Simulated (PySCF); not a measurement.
# Field gradients at the hydrogen positions

Species: C2H6PSi (charge -1).
Geometry (PBE0-D3(BJ)/def2-SVP, Å), atoms numbered from 1 in this order:
```
atom  x, y, z in Å
C1     1.6757   -0.4988    0.0182
C2     1.3002    0.6931   -0.5102
P3    -0.2803    1.5250   -0.7557
Si4   -1.6267   -0.0059    0.0658
H5     2.7312   -0.7945    0.0581
H6     0.9519   -1.2144    0.4259
H7     2.1318    1.3168   -0.8829
H8    -1.6533   -1.3795   -0.5899
H9    -1.4968   -0.3847    1.5349
H10   -3.0580    0.4744   -0.0505
```

Level: PBE0/pcSseg-1 (PySCF, non-relativistic); Q(2H) = 0.00286 b; rigid geometry, the same for H and D, with no vibrational averaging.

**Question.** Rank these positions by the coupling χzz of a deuteron there, largest first.
A. H9 (Si–H hydrogen)
B. H7 (vinylic hydrogen)
C. H5 (vinylic hydrogen)
D. H10 (Si–H hydrogen)

**Answer.** C (212 kHz), B (199 kHz), D (93 kHz), A (88 kHz).

**Question.** What are Vzz, η and χzz (234.96 MHz × Q × Vzz) at all hydrogens?

**Answer.** 
```
atom  bonded to  bond length (Å)  Vzz (au)     η  χzz (kHz)
  H5         C1            1.097    0.3151  0.11        212
  H6         C1            1.096    0.3106  0.13        209
  H7         C2            1.104    0.2967  0.05        199
  H8        Si4            1.522    0.1318  0.03         89
  H9        Si4            1.523    0.1316  0.03         88
 H10        Si4            1.514    0.1379  0.00         93
```

**Question.** Average by the element that carries the hydrogen.

**Answer.** on C: 207 kHz over 3 positions, mean bond length 1.099 Å; on Si: 90 kHz over 3 positions, mean bond length 1.520 Å.

The structure is a single PBE0-D3(BJ)/def2-SVP conformer in the gas phase; no vibrational or solvent corrections. The pcSseg-1 basis has no diffuse functions, a weakness for an anion. A larger basis could move these couplings by a tenth or more.
